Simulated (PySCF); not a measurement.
Cl₂O₂W (SMILES [O]=[W](=[O])([Cl])[Cl]), singlet, at a GFN2-xTB geometry (such geometries of metal compounds can be far from the true shape) (core potentials on W); DF-CAMB3LYP/def2-TZVPP (PySCF).

Here is a job for PySCF.
```python
from pyscf import gto, scf, dft

mol = gto.Mole()
mol.atom = '''
    W     0.220708   -0.043837    0.072484
    O     1.421067   -0.597577   -0.956774
    O     0.715303    0.173252    1.658394
    Cl   -0.535690    1.843740   -0.688017
    Cl   -1.430390   -1.453238    0.042322
'''
mol.basis = 'def2-tzvpp'
mol.ecp = {'W': 'def2-tzvpp'}
mol.charge = 0
mol.spin = 0
mol.verbose = 4
mol.build()

mf = dft.RKS(mol)
mf.xc = 'camb3lyp'
mf = mf.density_fit(auxbasis='def2-universal-jkfit')
mf.kernel()
```

It wrote (shortened):

```
PySCF version 2.14.0

[INPUT] verbose = 4
[INPUT] num. atoms = 5
[INPUT] num. electrons = 64
[INPUT] charge = 0
[INPUT] spin (= nelec alpha-beta = 2S) = 0
[INPUT] symmetry False subgroup None
[INPUT] Mole.unit = angstrom
[INPUT] Symbol           X                Y                Z      unit          X                Y                Z       unit  Magmom
[INPUT]  1 W      0.220708000000  -0.043837000000   0.072484000000 AA    0.417077673501  -0.082839924123   0.136974908413 Bohr   0.0
[INPUT]  2 O      1.421067000000  -0.597577000000  -0.956774000000 AA    2.685427434657  -1.129256868339  -1.808040823105 Bohr   0.0
[INPUT]  3 O      0.715303000000   0.173252000000   1.658394000000 AA    1.351726766080   0.327398830533   3.133910466622 Bohr   0.0
[INPUT]  4 Cl    -0.535690000000   1.843740000000  -0.688017000000 AA   -1.012307387668   3.484163644906  -1.300163699045 Bohr   0.0
[INPUT]  5 Cl    -1.430390000000  -1.453238000000   0.042322000000 AA   -2.703045351317  -2.746221813811   0.079976989044 Bohr   0.0

nuclear repulsion = 334.248325505764
number of shells = 66
number of NR pGTOs = 300
number of NR cGTOs = 202
basis = def2-tzvpp
ecp = {'W': 'def2-tzvpp'}

******** <class 'pyscf.df.df_jk.DFRKS'> ********
method = DFRKS
initial guess = minao
damping factor = 0
level_shift factor = 0
DIIS = <class 'pyscf.scf.diis.CDIIS'>
diis_start_cycle = 1
diis_space = 8
diis_damp = 0
SCF conv_tol = 1e-09
SCF conv_tol_grad = None
SCF max_cycles = 50
direct_scf = False
XC library pyscf.dft.libxc version 7.1.2
    S. Lehtola, C. Steigemann, M. J. T. Oliveira, and M. A. L. Marques,  SoftwareX 7, 1–5 (2018)
XC functionals = camb3lyp
    T. Yanai, D. P. Tew, and N. C. Handy,  Chem. Phys. Lett. 393, 51 (2004)
radial grids:
    Treutler-Ahlrichs [JCP 102, 346 (1995); DOI:10.1063/1.469408] (M4) radial grids

becke partition: Becke, JCP 88, 2547 (1988); DOI:10.1063/1.454033
pruning grids: <function nwchem_prune>
grids dens level: 3
symmetrized grids: False
atomic radii adjust function: <function treutler_atomic_radii_adjust>
small_rho_cutoff = 0
Set gradient conv threshold to 3.16228e-05
Initial guess from minao.
tot grids = 90232
******** <class 'pyscf.df.df.DF'> ********
auxbasis = def2-universal-jkfit
Create RSH-DF object <pyscf.df.df.DF object> for omega=0.33
******** <class 'pyscf.df.df.DF'> ********
auxbasis = auxmol.basis = def2-universal-jkfit
init E= -1115.43809246136
  HOMO = -0.544984848954444  LUMO = -0.224882524945641  gap/eV = 8.71043
cycle= 1 E= -1137.5951285915  delta_E= -22.2  |g|= 1.76  |ddm|= 12.8
  HOMO = -0.185503139669266  LUMO = -0.152656647698529  gap/eV = 0.89380
cycle= 2 E= -1132.54403681798  delta_E= 5.05  |g|= 5.38  |ddm|= 3.32
  HOMO = -0.376767800096538  LUMO = -0.0717828645990872  gap/eV = 8.29906
cycle= 3 E= -1138.1689443732  delta_E= -5.62  |g|= 0.314  |ddm|= 2.56
  HOMO = -0.398466049159205  LUMO = -0.0909195751495106  gap/eV = 8.36877
cycle= 4 E= -1138.18280264748  delta_E= -0.0139  |g|= 0.16  |ddm|= 0.316
  HOMO = -0.407924846959437  LUMO = -0.0844173260769488  gap/eV = 8.80309
cycle= 5 E= -1138.18705584156  delta_E= -0.00425  |g|= 0.0398  |ddm|= 0.112
  HOMO = -0.402499293052325  LUMO = -0.0773679985424612  gap/eV = 8.84727
cycle= 6 E= -1138.18736185222  delta_E= -0.000306  |g|= 0.0155  |ddm|= 0.0345
  HOMO = -0.405084430741984  LUMO = -0.07817606407505  gap/eV = 8.89563
cycle= 7 E= -1138.18741202377  delta_E= -5.02e-05  |g|= 0.00338  |ddm|= 0.0112
  HOMO = -0.405330555109533  LUMO = -0.0782463310596902  gap/eV = 8.90042
cycle= 8 E= -1138.18741496573  delta_E= -2.94e-06  |g|= 0.000864  |ddm|= 0.00275
  HOMO = -0.405354358113606  LUMO = -0.0782248119915362  gap/eV = 8.90165
cycle= 9 E= -1138.18741524395  delta_E= -2.78e-07  |g|= 0.000214  |ddm|= 0.00108
  HOMO = -0.40533162014659  LUMO = -0.0782264830077782  gap/eV = 8.90098
cycle= 10 E= -1138.18741527508  delta_E= -3.11e-08  |g|= 8.76e-05  |ddm|= 0.000377
  HOMO = -0.40534129472531  LUMO = -0.0782247587174317  gap/eV = 8.90129
cycle= 11 E= -1138.1874152796  delta_E= -4.52e-09  |g|= 3.66e-05  |ddm|= 0.000171
  HOMO = -0.405343051826885  LUMO = -0.0782243365004711  gap/eV = 8.90135
cycle= 12 E= -1138.18741527978  delta_E= -1.86e-10  |g|= 3.23e-05  |ddm|= 3.59e-05
  HOMO = -0.405342923695866  LUMO = -0.0782242566392174  gap/eV = 8.90135
cycle= 13 E= -1138.18741528  delta_E= -2.14e-10  |g|= 4.83e-06  |ddm|= 1.91e-05
  HOMO = -0.40534230416645  LUMO = -0.0782238235116706  gap/eV = 8.90135
Extra cycle  E= -1138.18741528001  delta_E= -8.64e-12  |g|= 6.46e-06  |ddm|= 9.1e-06
converged SCF energy = -1138.18741528001
```
